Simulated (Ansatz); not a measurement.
Molecule: BI, charge -1, multiplicity 2. SMILES: [B][I-]
Structure (B3LYP-D3(BJ)/def2-TZVP (Ansatz, an electronic-structure program) minimum search):
```
B
I 1 2.4274
```
Charge -1, spin multiplicity 2.

Parts of the frozen-core correlation energy in def2-QZVPPD (Ansatz, hartree). Frozen orbitals: 10; correlated occupied orbitals by spin: 6 and 5; virtual: 138 and 139. UHF or UKS for open shells. No spin-orbit coupling. Past Kr the def2 sets carry scalar-relativistic core potentials.

```json
[
 {"term": "reference (HF)", "value": "-321.28878"},
 {"term": "MP2 opposite-spin", "value": "…"},
 {"term": "MP2 same-spin", "value": "…"},
 {"term": "CCSD correlation", "value": "…"},
 {"term": "(T)", "value": "-0.01419"},
 {"term": "T1 diagnostic", "value": "0.021"},
 {"term": "largest doubles amplitude", "value": "0.042"},
 {"term": "<S^2> of the reference", "value": "0.773"}
]
```

Task: Fill in the missing entries.

Result: 
- MP2 opposite-spin, value: -0.18388
- MP2 same-spin, value: -0.05217
- CCSD correlation, value: -0.26425
